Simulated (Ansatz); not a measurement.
`C#[C][Zr]([F])([F])[F]` and `O=C=[N][Zr]([F])([F])[F]` differ in one atom or group.

Ansatz, PBE0-D4/def2-TZVP geometries, multiplicity 1. Each molecule was computed in one conformer, which needn't be the lowest.

Elements past krypton have def2 core potentials.

```tsv
property	`C#[C][Zr]([F])([F])[F]`
HOMO energy (PBE/def2-TZVPP) / eV	-7.48
HOMO–LUMO gap (PBE/def2-TZVPP) / eV	4.62
HOMO energy (PBE0/def2-TZVPP) / eV	-8.71
HOMO energy (ωB97M-V/def2-TZVPP) / eV	-10.93
LUMO energy (PBE0/def2-TZVPP) / eV	-2.05
LUMO energy (B3LYP/def2-TZVPP) / eV	-2.28
```

Question: What does the change do to each property? (Best estimate.)

Answer: Ansatz gave: 
```
                             property  `O=C=[N][Zr]([F])([F])[F]`  shift
    HOMO energy (PBE/def2-TZVPP) / eV                       -7.93  -0.45
  HOMO–LUMO gap (PBE/def2-TZVPP) / eV                        5.34   0.72
   HOMO energy (PBE0/def2-TZVPP) / eV                       -9.37  -0.66
HOMO energy (ωB97M-V/def2-TZVPP) / eV                      -11.58  -0.65
   LUMO energy (PBE0/def2-TZVPP) / eV                       -1.77   0.28
  LUMO energy (B3LYP/def2-TZVPP) / eV                       -2.02   0.26
```

With PBE0 the HOMO falls by 0.66 eV and the LUMO rises by 0.28 eV, so the gap widens by about 0.94 eV. PBE moves the HOMO by -0.45 eV and ωB97M-V by -0.65 eV.

B3LYP here is the variant with VWN-RPA as its local correlation; programs differ in this.
